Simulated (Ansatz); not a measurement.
Ansatz (a first-principles code) input (PBE0/def2-SVP):

Ansatz 0.2 input:
```yaml
crystal:
  periodic: [false, false, false]
  atoms:
    - {symbol: Si, position_ang: [-0.00516559, 0.00120856, 0.00336678]}
    - {symbol: O, position_ang: [1.38196873, -0.56400275, -0.38810617]}
    - {symbol: F, position_ang: [-0.70509950, -0.24960992, 1.34259802]}
    - {symbol: F, position_ang: [-0.73754981, 0.87443325, -1.01424822]}
    - {symbol: H, position_ang: [2.00041216, -1.12830789, 0.10256634]}
basis:
  gaussian:
    orbitals: def2-SVP
hamiltonian:
  xc: {name: PBE0}
total_charge: 1
```

End of the output:

```
integrals: 0.02 GiB planned
603 factors; integrals over basis functions are off by at most 5.9e-4 eV
mean field: 0.18 GiB planned
mean field evaluation 1: about -15336.4798 eV, gradient 9.2e1 eV
mean field evaluation 2: about -15317.4419 eV, gradient 1.4e2 eV
mean field evaluation 4: about -15350.0022 eV, gradient 6.0e0 eV
mean field evaluation 8: about -15350.1036 eV, gradient 1.5e-1 eV
mean field evaluation 16: about -15350.1037 eV, gradient 2.3e-5 eV
mean field -15350.10365534 eV, -564.1059046597 hartree, gradient 2.3e-5 eV, S^2 0.000000; 0 other end points of the search recorded, 0 dependent functions left out
reference -15350.10367253 eV, -564.1059052914 hartree; 20, 20 occupied and 45, 45 virtual orbitals, 603 factors
Total energy: -15350.10367253 eV, -564.1059052914 hartree
```

It need not be the lowest isomer of its formula.
